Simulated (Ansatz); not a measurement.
Ansatz (a first-principles code) input (B3LYP-D3(BJ)/def2-TZVP):

Ansatz 0.2 input:
```yaml
crystal:
  periodic: [false, false, false]
  atoms:
    - {symbol: C, position_ang: [-1.50034065, 0.11464027, 0.18752494]}
    - {symbol: C, position_ang: [-0.50918354, -0.93628756, 0.52928672]}
    - {symbol: C, position_ang: [0.66489841, -0.06257769, 0.27783397]}
    - {symbol: C, position_ang: [-0.32483650, 1.03732301, -0.18481681]}
    - {symbol: N, position_ang: [1.59747982, -0.51488650, -0.74506455]}
    - {symbol: H, position_ang: [-2.10790609, 0.47091176, 1.02523666]}
    - {symbol: H, position_ang: [-2.18412586, -0.13227192, -0.63026220]}
    - {symbol: H, position_ang: [-0.59132948, -2.00524810, 0.54021158]}
    - {symbol: H, position_ang: [1.19358883, 0.22225960, 1.20903192]}
    - {symbol: H, position_ang: [-0.26875054, 1.97646901, 0.36037986]}
    - {symbol: H, position_ang: [-0.24376481, 1.22199997, -1.25173767]}
    - {symbol: H, position_ang: [1.87082665, -1.47603575, -0.57270549]}
    - {symbol: H, position_ang: [2.43538917, 0.05731631, -0.74809263]}
basis:
  gaussian:
    orbitals: def2-TZVP
hamiltonian:
  xc: b3lyp
  dispersion: d3bj
magnetization: {spin_polarized: true, initial_magnetization: 1}
relax: {f_tol: 0.002, max_steps: 150}
```

End of the output:

```
1227 factors; their error is unknown
mean field: 1.36 GiB planned
mean field evaluation 64: about -5768.1569 eV, gradient 4.9e-1 eV
mean field -5768.15761632 eV, -211.9758826022 hartree, gradient 1.1e-5 eV, S^2 0.754582; 0 other end points of the search recorded, 0 dependent functions left out
the calculation of the forces begins
reference -5768.15789568 eV, -211.9758928682 hartree; 20, 19 occupied and 183, 184 virtual orbitals, 1227 factors
relax step   8: F+E_penalty+E_count = -5768.58687944 eV  Δ(F+E_penalty+E_count) = -5.044e-5 eV  max|allowed force component| = 2.647e-3 eV/Å  Δτ_max = 0.0066 Å  (34 SCF iters, accepted)
these checks for a lower state are left out or cut short: starts, cluster_reference, orbital_swaps, neighbouring_geometries, increment
integrals: 0.11 GiB planned
1227 factors; their error is unknown
mean field: 1.36 GiB planned
mean field -5768.15764006 eV, -211.9758834747 hartree, gradient 1.1e-5 eV, S^2 0.754583; 0 other end points of the search recorded, 0 dependent functions left out
the calculation of the forces begins
reference -5768.15791942 eV, -211.9758937409 hartree; 20, 19 occupied and 183, 184 virtual orbitals, 1227 factors
relax step   9: F+E_penalty+E_count = -5768.58688757 eV  Δ(F+E_penalty+E_count) = -8.131e-6 eV  max|allowed force component| = 1.965e-3 eV/Å  Δτ_max = 0.0049 Å  (35 SCF iters, accepted)
these checks for a lower state are left out or cut short: starts, cluster_reference, orbital_swaps, neighbouring_geometries, increment
integrals: 0.11 GiB planned
1227 factors; their error is unknown
mean field: 1.36 GiB planned
mean field -5768.15765199 eV, -211.9758839131 hartree, gradient 1.1e-5 eV, S^2 0.754583; 0 other end points of the search recorded, 0 dependent functions left out
the calculation of the forces begins
reference -5768.15793138 eV, -211.9758941803 hartree; 20, 19 occupied and 183, 184 virtual orbitals, 1227 factors
relax step  10: F+E_penalty+E_count = -5768.58688948 eV  Δ(F+E_penalty+E_count) = -1.913e-6 eV  max|allowed force component| = 1.699e-3 eV/Å  Δτ_max = 0.0028 Å  (35 SCF iters, accepted)
integrals: 0.11 GiB planned
1227 factors; their error is unknown
mean field: 1.36 GiB planned
mean field evaluation 96: about -5768.1931 eV, gradient 1.9e-1 eV
mean field -5768.15765199 eV, -211.9758839131 hartree, gradient 1.1e-5 eV, S^2 0.754583; 1 other end points of the search recorded, 0 dependent functions left out
the calculation of the forces begins
reference -5768.15793138 eV, -211.9758941803 hartree; 20, 19 occupied and 183, 184 virtual orbitals, 1227 factors
Total energy: -5768.58716887 eV, -211.9916683670 hartree
Atom 0 at    -1.521003     0.117683     0.171384 Å, force     0.000138     0.000020    -0.001699 eV/Å
Atom 1 at    -0.529085    -0.968579     0.444188 Å, force     0.000270    -0.000688     0.001023 eV/Å
Atom 2 at     0.666185    -0.086528     0.252246 Å, force    -0.001279    -0.001308     0.000501 eV/Å
Atom 3 at    -0.318115     1.041294    -0.189627 Å, force    -0.000188     0.001166     0.000670 eV/Å
Atom 4 at     1.625197    -0.517951    -0.767555 Å, force     0.000850     0.001043     0.000780 eV/Å
Atom 5 at    -2.101977     0.447791     1.040799 Å, force     0.000402     0.000142    -0.000215 eV/Å
Atom 6 at    -2.234657    -0.070722    -0.637635 Å, force     0.000010    -0.000205     0.000472 eV/Å
Atom 7 at    -0.627592    -2.017979     0.689479 Å, force     0.000403     0.000552    -0.000372 eV/Å
Atom 8 at     1.157841     0.161686     1.208775 Å, force     0.000148    -0.000354    -0.000310 eV/Å
Atom 9 at    -0.250142     1.975229     0.366839 Å, force     0.000290     0.000471    -0.000160 eV/Å
Atom 10 at    -0.235021     1.241489    -1.256014 Å, force    -0.000718    -0.000236    -0.000042 eV/Å
Atom 11 at     1.968130    -1.447738    -0.550777 Å, force    -0.000240     0.000042    -0.000212 eV/Å
Atom 12 at     2.432185     0.097937    -0.775273 Å, force    -0.000086    -0.000646    -0.000435 eV/Å
Dipole moment:     0.133035     0.013357     0.211914 e Å
```

It need not be the lowest isomer of its formula.
